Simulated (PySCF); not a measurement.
Calculation: M06-2X/def2-TZVP // PBE0-D3(BJ)/def2-SVP run with PySCF. Isolated molecules, 0 K electronic values unless said otherwise. One relaxed conformer stands for a flexible species; it need not be the lowest. Delta-SCF ions had no search for a lower state. Excitations are Tamm–Dancoff values on a coarser integration grid. The basis has no diffuse functions, so Rydberg states are missing or too high.

Reference species (SMILES): `COc1c([SiH3])sc2ccsc12` (C–O–C–C torsion 177°) (neutral, multiplicity 1).

The vertical ionisation energy (Delta-SCF) comes out as 7.72 eV and the S1 excitation (TDA) is 4.70 eV. The S1 oscillator strength comes out as 0.352 and the S1–T1 gap (TDA) is 1.46 eV.

After one change: the vertical ionisation energy (Delta-SCF) drops by 0.12 eV; the S1 excitation (TDA) goes up by 0.12 eV; the S1 oscillator strength goes up by 0.237; the S1–T1 gap (TDA) rises by 0.04 eV.

Task: Name the change that produced these shifts. The new species is one of these.
(A) `COc1cc2sc([SiH3])cc2s1` (C–O–C–S torsion 0°)
(B) `COc1csc2cc([SiH3])sc12` (C–O–C–C torsion 0°)
(C) `COc1sc2ccsc2c1[SiH3]` (C–O–C–S torsion 1°)
(D) `COc1cc2scc([SiH3])c2s1` (C–O–C–S torsion 0°)

Result: A, `COc1cc2sc([SiH3])cc2s1` (C–O–C–S torsion 0°)
